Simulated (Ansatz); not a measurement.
Diatomic BeS-, multiplicity 2 (lowest of 2S+1 = 2, 4 at CCSD(T)/def2-TZVPP on PBE0 minima; our sources give no spin for the ground state, which may be another).

Constants: fifth-degree fit in 1/R to seven points, most abundant isotopes. In def2 and cc sets the state is the lowest found near the PBE0 minimum, followed along R.

Correlated levels freeze the cores. CBS(a, b) extrapolates the correlation energy as X⁻³ and adds the Hartree–Fock energy of set b.

The values were computed with Ansatz (a first-principles code) with Gaussian orbitals. 

What bond length and harmonic frequency does BHLYP/def2-TZVPP give?

r_e = 1.805 Å, ω_e = 913 cm⁻¹.

What bond length and harmonic frequency does CCSD/aug-cc-pV(Q+d)Z give?

r_e = 1.811 Å, ω_e = 904 cm⁻¹.

What bond length and harmonic frequency does CCSD(T)/CBS(aug-cc-pV(T+d)Z, aug-cc-pV(Q+d)Z) give?

r_e = 1.814 Å, ω_e = 893 cm⁻¹.
